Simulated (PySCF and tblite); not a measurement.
Results of a calculation; reference values are marked as such.
C₅H₆N₂, numbered as in [N:1]#[C:2][C:3]#[C:4][CH2:5][CH2:6][NH2:7].

The ensemble was built from 90 distance-geometry starts (ETKDG and KDG, MMFF94s, GFN2-xTB) and rests on GFN2-xTB geometries. Energies: PBE0-D3(BJ)/def2-SVP (IEF-PCM, cyclohexane), with GFN2-xTB thermal terms (modes under about 100 cm⁻¹ blended into free rotors). Symmetry numbers and mirror images are counted. Conformers within 3 kcal/mol (GFN2-xTB free energy) were kept, 4 at most. Couplings: B3LYP/6-31G* with pcJ-1 on H (gas phase; spin-dipole term only for pairs with B, N, F, Si or P). Couplings are for ¹H; a prime marks the second kind of pair between the same two sets of atoms. H–H couplings come out 0.1 to 0.9 Hz lower than with pcJ-1 on all atoms. Run with PySCF (density fitting) and tblite.

Torsions listed: C4–C5–C6–N7, C5–C6–N7–H7. Of a mirror pair one member is shown.

```json
{"conformer": "1", "shape": "63°, 59°", "weight %": "52.4"}
{"conformer": "2", "shape": "71°, 177°", "weight %": "19.4"}
{"conformer": "3", "shape": "-176°, -68°", "weight %": "15.4"}
{"conformer": "4", "shape": "180°, -60°", "weight %": "12.9"}
```

Give the couplings in each conformer and the averages at 298.15 K (pairs that fast motion interchanges averaged).


```json
{"coupling": "²J(H5,H5)", "pairs": "1", "1": "-19.0", "2": "-19.0", "3": "-18.7", "4": "-18.0", "average (Hz)": "-18.8"}
{"coupling": "³J(H5,H6)", "pairs": "2", "1": "3.1", "2": "2.3", "3": "12.7", "4": "11.7", "average (Hz)": "5.5"}
{"coupling": "³J(H5,H6′)", "pairs": "2", "1": "7.5", "2": "8.7", "3": "4.9", "4": "4.6", "average (Hz)": "7.0"}
{"coupling": "²J(H6,H6)", "pairs": "1", "1": "-14.6", "2": "-10.7", "3": "-11.1", "4": "-14.7", "average (Hz)": "-13.3"}
{"coupling": "³J(H6,H7)", "pairs": "4", "1": "9.6", "2": "5.9", "3": "6.2", "4": "9.7", "average (Hz)": "8.3"}
{"coupling": "²J(H7,H7)", "pairs": "1", "1": "-8.4", "2": "-9.7", "3": "-9.7", "4": "-8.1", "average (Hz)": "-8.8"}
```

For its torsions the set is small; conformers may be missing.
